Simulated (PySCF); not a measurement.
2-fluorocyclopenta-1,3-diene (C5H5F), SMILES FC1=CCC=C1. Atoms are numbered in the order given.

```xyz
11

F      0.0013    -2.0646     0.0000
C      0.0442    -0.7408     0.0000
C      1.1472     0.0316     0.0000
C      0.6859     1.4534     0.0000
C     -0.8093     1.3595     0.0000
C     -1.1745     0.0617     0.0000
H      2.1820    -0.3059     0.0000
H      1.0521     2.0123    -0.8815
H      1.0521     2.0123     0.8815
H     -1.4752     2.2229     0.0000
H     -2.1833    -0.3523     0.0000
```

Geometry: PBE0-D3(BJ)/def2-SVP. The values are those of a single conformer.

All values below come from PBE/pcSseg-1 (PySCF).

GIAO shieldings, no solvent; atoms alike by connectivity are averaged. δ = σ(ref) − σ: ¹⁹F against CFCl3 (σ = 133.6 ppm); ¹³C against TMS (σ = 182.0 ppm); ¹H against TMS (σ = 31.49 ppm), references at their B3LYP-D3(BJ)/def2-TZVP geometries, non-relativistic.

```tsv
nucleus	atoms	count	δ (ppm)
¹⁹F	F1	1	-144.7
¹³C	C2	1	174.6
¹³C	C5	1	141.7
¹³C	C6	1	135.7
¹³C	C3	1	108.8
¹³C	C4	1	43.3
¹H	H10	1	6.80
¹H	H11	1	6.77
¹H	H7	1	5.85
¹H	H8, H9	2	3.43
```
